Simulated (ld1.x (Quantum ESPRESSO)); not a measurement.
**u(r) = r·R(r): atom against pseudo-atom (palladium)**

Columns: radius, all-electron u(r) and pseudo u(r) of the 5s shell (level -3.32 eV) of palladium in the configuration [Ar] 3d10 4s2 4p6 4d10 5s0 5p0; PBE, scalar-relativistic, TM scheme, ld1.x (Quantum ESPRESSO) 7.5.

```tsv
r (bohr)	all-electron	pseudo
0.118	-0.0824	0.0095
0.235	0.1321	0.0194
0.353	0.1136	0.0304
0.470	-0.0448	0.0429
0.588	-0.1829	0.0579
0.705	-0.2435	0.0757
0.822	-0.2321	0.0971
0.940	-0.1702	0.1232
1.058	-0.0809	0.1544
1.175	0.0174	0.1905
1.292	0.1146	0.2316
1.410	0.2054	0.2772
1.528	0.2859	0.3255
1.645	0.3546	0.3738
1.763	0.4127	0.4204
1.880	0.4599	0.4624
1.998	0.4980	0.4985
2.115	0.5274	0.5275
2.232	0.5494	0.5494
2.350	0.5651	0.5651
2.468	0.5752	0.5752
2.585	0.5805	0.5805
2.702	0.5818	0.5818
2.820	0.5796	0.5796
2.938	0.5745	0.5745
3.055	0.5671	0.5671
```

Question: How many radial nodes do the two functions have?

Answer: The all-electron 5s function has n − l − 1 = 4 (the table is too coarse to show those close to the nucleus); the pseudo-wave has 0, since the states of the same l below it are removed with the core.

Question: At about which radius was the pseudo-wave matched?

Answer: 2.35 bohr. The columns agree to 0.0005 from 2.12 bohr on; several derivatives are matched, so the curves merge somewhat inside the radius.

Question: Is the pseudo-wave norm-conserving?

Answer: Yes: the TM scheme keeps the norm inside the radius equal to the all-electron one, which fixes the energy derivative of the logarithmic derivative at the level.
